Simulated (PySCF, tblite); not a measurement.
Isomers of C7H11ClOSi, one GFN2-xTB conformer each. Single-point energies are computed at PBE0/pcSseg-1 (PySCF, gas phase, no added dispersion term), electronic only.

Question: Rank them by PBE0/pcSseg-1 energy, lowest first (kcal/mol).
A. `[Cl:1][SiH2:2][C:3]1=[C:4]([O:5][CH2:6][CH:7]2[CH2:8][CH2:9]2)[CH2:10]1` with Cl1–Si2–C3–C4 133°, C3–C4–O5–C6 6°, C4–O5–C6–C7 90°, O5–C6–C7–C8 -156°
B. `[CH2:1]=[CH:2][CH2:3][C:4](=[O:5])/[C:6]([Cl:7])=[CH:8]\[SiH2:9][CH3:10]` with C1–C2–C3–C4 113°, C2–C3–C4–O5 -99°, C3–C4–C6–Cl7 4°, C6–C8–Si9–C10 179°
C. `[CH3:1][SiH2:2]/[CH:3]=[C:4](\[Cl:5])[C:6](=[O:7])[CH:8]1[CH2:9][CH2:10]1` with C1–Si2–C3–C4 71°, C3–C4–C6–O7 -9°, C4–C6–C8–C9 144°

Answer: C (0.0), B (3.1), A (21.0).

As drawn, the lowest has a C=O bond, which the highest lacks. GFN2-xTB itself gives, in the same order: 3.0, 6.1, 0.0. GFN2-xTB puts Cl[SiH2]C1=C(OCC2CC2)C1 lowest instead; measured from each level's own lowest isomer, the values differ by up to 21.0 kcal/mol (Cl[SiH2]C1=C(OCC2CC2)C1: 0.0 against 21.0).

Q: Which frontier levels, dipoles and rotational constants go with these structures?

A: 
```json
{"SMILES": "C[SiH2]/C=C(\\Cl)C(=O)C1CC1", "HOMO (eV, PBE0/pcSseg-1)": "-7.65", "LUMO (eV)": "-2.15", "dipole (D)": "1.73", "A, B, C (MHz)": "2126, 485.1, 435.9"}
{"SMILES": "C=CCC(=O)/C(Cl)=C\\[SiH2]C", "HOMO (eV, PBE0/pcSseg-1)": "-7.52", "LUMO (eV)": "-2.39", "dipole (D)": "1.29", "A, B, C (MHz)": "1431, 578.5, 449.5"}
{"SMILES": "Cl[SiH2]C1=C(OCC2CC2)C1", "HOMO (eV, PBE0/pcSseg-1)": "-6.65", "LUMO (eV)": "-0.35", "dipole (D)": "3.35", "A, B, C (MHz)": "1628, 482.1, 407.1"}
```

Q: What happens when harmonic zero-point energies from GFN2-xTB frequencies are added?

A: 
```json
{"SMILES": "C[SiH2]/C=C(\\Cl)C(=O)C1CC1", "ZPE (kcal/mol)": "97.7", "electronic (kcal/mol)": "0.0", "with ZPE (kcal/mol)": "0.0"}
{"SMILES": "C=CCC(=O)/C(Cl)=C\\[SiH2]C", "ZPE (kcal/mol)": "97.2", "electronic (kcal/mol)": "3.1", "with ZPE (kcal/mol)": "2.6"}
{"SMILES": "Cl[SiH2]C1=C(OCC2CC2)C1", "ZPE (kcal/mol)": "99.4", "electronic (kcal/mol)": "21.0", "with ZPE (kcal/mol)": "22.6"}
```

The zero-point energies span 2.2 kcal/mol. The order is unchanged.
